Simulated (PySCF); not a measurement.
**How methods differ on the ionisation energy of Dy⁵²⁺**

Dy⁵²⁺ [Ne] 3s2 3p2 [3p1/2^2, M_J = 0] → Dy⁵³⁺ [Ne] 3s2 3p1 [3p1/2^1, M_J = 1/2], as a difference of total energies. Calculation: PySCF 2.14, in an uncontracted even-tempered set (18 s from 14 bohr⁻², ratio 2.4; 14 p from 18 bohr⁻², ratio 2.4; 4 d from 63 bohr⁻², ratio 2.6; 4 f from 95 bohr⁻², ratio 2.6); the two-component X2C-1e Hamiltonian. Correlated levels: 1s2 frozen; the 54 highest virtual spinors dropped. "Screened" scales the spin-orbit matrix elements by Boettger's factors to mimic the two-electron term; Breit and QED terms are absent.

| method | ionisation energy (eV) |
| --- | --- |
| GHF (spin-free) | 4814.0 |
| GMP2 (spin-free) | 4814.7 |
| GHF (screened spin-orbit) | 4949.4 |
| GMP2 (screened spin-orbit) | 4951.2 |

Breit and QED terms and the two-electron picture change are absent.

The spin-free rows relax to the high-spin LS determinant and lack the spin-orbit shift.

The labels give the starting determinants; with spin-orbit coupling the two ends relaxed to ⟨J²⟩ = 0.00, ⟨L²⟩ = 1.34, ⟨S²⟩ = 1.34 and ⟨J²⟩ = 0.75, ⟨L²⟩ = 2.02, ⟨S²⟩ = 0.77.

For comparison: 4945 ± 4 eV (theoretical estimate listed by NIST; NIST Atomic Spectra Database, ionization energies).
